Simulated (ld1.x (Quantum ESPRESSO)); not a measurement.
u(r) = r·R(r): atom against pseudo-atom (P (Z = 15))

Columns: radius, all-electron u(r) and pseudo u(r) of the 3s shell (level -13.97 eV) of phosphorus in the configuration [Ne] 3s2 3p3; PBE, scalar-relativistic, TM scheme, ld1.x (Quantum ESPRESSO) 7.5.

```
r (bohr)  all-electron  pseudo
   0.075        0.1768  0.0510
   0.150       -0.0383  0.0991
   0.225       -0.2459  0.1418
   0.300       -0.3560  0.1771
   0.375       -0.3708  0.2046
   0.450       -0.3154  0.2255
   0.525       -0.2163  0.2427
   0.600       -0.0941  0.2606
   0.675        0.0361  0.2836
   0.750        0.1643  0.3164
   0.825        0.2841  0.3625
   0.900        0.3920  0.4227
   0.975        0.4862  0.4937
   1.050        0.5663  0.5669
   1.125        0.6327  0.6327
   1.200        0.6863  0.6863
   1.275        0.7278  0.7278
   1.350        0.7580  0.7580
   1.425        0.7783  0.7783
   1.500        0.7896  0.7896
   1.575        0.7931  0.7931
   1.650        0.7899  0.7899
   1.725        0.7812  0.7812
   1.800        0.7678  0.7678
   1.875        0.7505  0.7505
   1.950        0.7302  0.7302
```

Task: How many radial nodes do the two functions have?

Result: The all-electron 3s function has n − l − 1 = 2; the pseudo-wave has 0, since the states of the same l below it are removed with the core.

Task: At about which radius was the pseudo-wave matched?

Result: 1.15 bohr, where the columns begin to agree (steps of 0.07 bohr).

Task: Where does each function peak?

Result: Outermost all-electron maximum near 1.57 bohr, pseudo maximum near 1.57 bohr (to the table’s step).

Task: Is the pseudo-wave norm-conserving?

Result: Yes: the TM scheme keeps the norm inside the radius equal to the all-electron one, which fixes the energy derivative of the logarithmic derivative at the level.
